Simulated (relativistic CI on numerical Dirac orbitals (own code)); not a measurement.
# W XVIII: q coefficients and field-shift factors

Computed by Dirac-Coulomb-Breit CI, orbitals from a KLI potential per configuration, derivatives by finite differences, unscaled Slater integrals, QED left out (own radial code, finite nucleus).

Configurations in the expansion (outside the closed core [Ar] 3d10): 4s2.4p6.4d10.4f11, 4s2.4p6.4d10.4f10.5s, 4s2.4p6.4d10.4f9.5s2, 4s2.4p6.4d9.4f12, 4s2.4p6.4d8.4f13, 4s2.4p5.4d10.4f12, 4s.4p6.4d10.4f12, 4s2.4p4.4d10.4f13. Levels of other configurations are missing.

With x = (α/α₀)² − 1 an excitation energy changes as ω = ω₀ + qx; K = 2q/ω₀ is the relative enhancement. Terms are leading LS components, so labels can repeat. The field-shift factor is F = δν/δ⟨r²⟩ for the transition from the lowest level.

Lowest level 4s2.4p6.4d10.4f11 4I°_15/2.

| Level | ω₀ (cm⁻¹) | q (cm⁻¹) | F (GHz/fm²) |
| --- | --- | --- | --- |
| 4s2.4p6.4d10.4f11 4I°_13/2 | 15701.3 | 15440 | 0.857 |
| 4s2.4p6.4d10.4f10.5s 6I_17/2 | 21163.8 | -310500 | 444 |
| 4s2.4p6.4d10.4f11 4I°_11/2 | 21374.5 | 10780 | 0.543 |
| 4s2.4p6.4d10.4f11 2G°_9/2 | 22678.0 | 504.4 | 0.334 |
| 4s2.4p6.4d10.4f10.5s 6I_15/2 | 31562.9 | -301800 | 443 |
| 4s2.4p6.4d10.4f11 4I°_9/2 | 31801.4 | 17630 | 1.3 |
| 4s2.4p6.4d10.4f11 4S°_3/2 | 33228.3 | 934.3 | 0.493 |
| 4s2.4p6.4d10.4f11 4I°_11/2 | 37677.7 | 15750 | 1.42 |
| 4s2.4p6.4d10.4f10.5s 6I_13/2 | 41083.6 | -292100 | 444 |
| 4s2.4p6.4d10.4f11 4F°_7/2 | 41680.3 | 14600 | 1.58 |
| 4s2.4p6.4d10.4f11 4F°_5/2 | 44242.7 | 11860 | 1.18 |
| 4s2.4p6.4d10.4f11 4F°_3/2 | 44494.6 | 14390 | 1.37 |
| 4s2.4p6.4d10.4f10.5s 6I_11/2 | 47545.0 | -289000 | 445 |
| 4s2.4p6.4d10.4f10.5s 4I_15/2 | 48552.0 | -299900 | 436 |
| 4s2.4p6.4d10.4f11 4F°_9/2 | 49286.5 | 23350 | 1.86 |
| 4s2.4p6.4d10.4f10.5s 6I_9/2 | 52478.0 | -286400 | 445 |
| 4s2.4p6.4d10.4f11 2K°_15/2 | 52487.6 | 11440 | 1.69 |
| 4s2.4p6.4d10.4f11 4G°_11/2 | 52907.9 | 17580 | 2.26 |
| 4s2.4p6.4d10.4f11 2G°_7/2 | 53925.3 | 13600 | 2.02 |
| 4s2.4p6.4d10.4f10.5s 6F_11/2 | 55392.9 | -307000 | 444 |
| 4s2.4p6.4d10.4f11 4G°_9/2 | 56456.9 | 21080 | 2.51 |
| 4s2.4p6.4d10.4f10.5s 6I_7/2 | 56605.3 | -282600 | 445 |
| 4s2.4p6.4d10.4f10.5s 4I_13/2 | 61620.0 | -293300 | 437 |

At this charge transitions that keep the count of f electrons are usually good to a few per cent. Terms inside the open d or f shell come out 10 to 20 % too wide with unscaled integrals. Levels that differ in their count of f electrons can be misplaced by several ten thousand cm⁻¹, since the correlation energy of f electrons is missing or only estimated; rates across such gaps can be off by orders of magnitude.

Problem. Which transition from the lowest level has the largest |K|?

Solution. 4s2.4p6.4d10.4f10.5s 6I_17/2 at 21163.8 cm⁻¹, K = -29.3.
